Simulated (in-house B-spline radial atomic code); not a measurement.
The numbers below are computed, except where a source is named.
**Building a PAW p channel for Sr, r_c = 1.17 bohr**

Sr, [Kr] 5s2, non-relativistic PBE, spherical and spin-unpolarised, from an all-electron radial atomic-structure program (B-spline basis) (atomic units; all potentials screened as in the neutral atom).

Two all-electron partial waves φ1, φ2 are integrated outwards at E1 = ε(4p) = -0.843052 and E2 = E1 + 0.5 hartree; φ1 is the bound orbital and φ2 has unit norm inside r_c = 1.1687 bohr. Smooth partners are polynomials, r^2(a0 + a1 r² + a2 r⁴ + a3 r⁶), matched to φ and three derivatives at r_c, with no condition on the norm. The local potential is -24.1579 + (43.9165) r² + (-34.4515) r⁴ + (9.917) r⁶ inside 0.9568 bohr and the all-electron one outside.

| wave | φ(r_c) | φ'(r_c) | a0 | a1 | a2 | a3 |
| --- | --- | --- | --- | --- | --- | --- |
| 1 | 0.8584292 | 0.4567399 | 0.6153798 | 0.6434026 | -0.6888309 | 0.1645889 |
| 2 | 1.671479 | 0.3188352 | 1.515222 | 0.9843391 | -1.327099 | 0.3296071 |

Inside r_c the overlaps are <φi φj> = [[0.24009, 0.48973], [0.48973, 1.00000]] and, for the smooth waves, [[0.22703, 0.46843], [0.46843, 0.96810]]. With χj = (Ej − T − V_local) applied to smooth wave j, the program's quadrature gives the matrix B_ij = <smooth i, χj> as [[0.63172, 1.35809], [1.36874, 2.94499]].

Problem. Check the match of the first wave, and find the augmentation charges q_ij.

Solution. At r_c the four terms are 0.84052, 1.20031, -1.75522, 0.57283, which sum to 0.8584, φ1(r_c) to rounding. q_ij is the all-electron overlap less the smooth one: [[0.01306, 0.02130], [0.02130, 0.03190]]. The smooth first wave has a norm of 0.2270 inside r_c against 0.2401, and q11 > 0 puts back the missing charge.

Problem. B isn't symmetric. Show that D_ij = B_ij + Ej q_ij is.

Solution. Integrating by parts gives B12 − B21 = (E1 − E2) q12: 1.35809 − (1.36874) = -0.01065, and −0.5 × (0.02130) = -0.01065. So D12 = 1.35809 + (-0.343052)(0.02130) = 1.35078 and D21 = 1.36874 + (-0.843052)(0.02130) = 1.35078; D11 = 0.62071, D22 = 2.93405. The projectors, p = (B⁻¹)ᵀ χ, are dual to the smooth waves; det B = 0.0015, small beside B11 B22, as the two smooth waves look alike inside r_c.

Solving (T + V_local + Σ p D p) ψ = E (1 + Σ p q p) ψ in a sphere of 9 bohr gives these levels:

| all-electron | one projector | two projectors |
| --- | --- | --- |
| -0.843052 | -0.843052 | -6.586780 |
| -0.030348 | -0.031204 | -0.843052 |
| 0.245140 | 0.242343 | -0.030348 |
| 0.674112 | 0.664113 | 0.245142 |
| 1.256360 | 1.223520 | 0.674123 |

Problem. What does the second projector gain?

Solution. With one projector the errors are 0.00, -0.86, -2.80, -10.00, -32.84 millihartree. With two a ghost lies below the reference level, so the set fails. The lowest eigenvalue of the overlap operator is 1 with one and 0.5166 with two projectors. The smooth orbital alone needs a cutoff of 22 hartree for 1 millihartree of kinetic energy, against 39.8 for a norm-conserving Troullier-Martins orbital of the same radius, which is no gain while the set fails.
